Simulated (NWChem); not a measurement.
# C2H8Si2; SMILES C=C[SiH2][SiH3]

```xyz
12

C      0.5708     2.5824    -0.2980
C      0.2566     1.5534     0.5000
Si    -0.7926     0.0954    -0.0402
Si     0.4136    -1.9271    -0.0063
H      1.1904     3.4119     0.0405
H      0.2212     2.6438    -1.3272
H      0.6458     1.5616     1.5202
H     -1.9762    -0.0510     0.8579
H     -1.2905     0.3559    -1.4217
H      1.5436    -1.8919    -0.9770
H     -0.4678    -3.0758    -0.3614
H      0.9808    -2.1838     1.3485
```
Atoms are numbered in this order, from 1.

Program: NWChem. Pople sets run with spherical d functions. Coordinates come from a B3LYP/6-31G* (spherical d) optimisation. B3LYP is NWChem's, with the RPA form of VWN correlation. Level: B3LYP/6-31G* with SMD (1 M gas to 1 M solution), gas-phase geometry. Reactions with the solvent are ignored.

Problem. What does the run give for solvent toluene? Quantities: solvation free energy (kcal/mol); cavity-dispersion-structure term (kcal/mol); dipole in solution (D).

Solution. 
```
Property                                     Value
-------------------------------------------  -----
solvation free energy (kcal/mol)              -1.1
cavity-dispersion-structure term (kcal/mol)   -0.3
dipole in solution (D)                        1.02
```
